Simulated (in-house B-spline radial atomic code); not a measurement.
Neutral beryllium is squeezed into an impenetrable sphere of radius R (the orbitals vanish at R). Method: Dirac-Hartree-Fock, average of configuration, Fermi nucleus of rms radius 2.519 fm. Calculated with an all-electron radial atomic-structure program (B-spline basis).

Energies in eV above the free atom in [He] 2s2:

```tsv
R (bohr)	highest level (eV)	[He] 2s2	[He] 2s1 2p1
8.63	-8.38	0.02263	2.679
5.53	-7.49	0.9315	3.842
5.02	-6.9	1.682	4.675
4.16	-4.88	4.595	7.683
3.74	-2.96	7.599	10.62
2.88	5.92	22.66	24.45
2.57	12.8	34.79	35.06
2.1	32.5	70.79	65.25
1.94	44	92.19	82.68
1.2	202	398.7	322.9
```

**Question.** Does [He] 2s1 2p1 fall below [He] 2s2 under compression?

**Answer.** Yes, between R = 2.57 and 2.1 bohr the order changes (near 2.55 bohr by linear interpolation).

The highest level is first positive in the row R = 2.88 bohr, pushed up by confinement above the zero of the free ion's potential. Each configuration is held fixed and needn't be the lowest in the sphere.
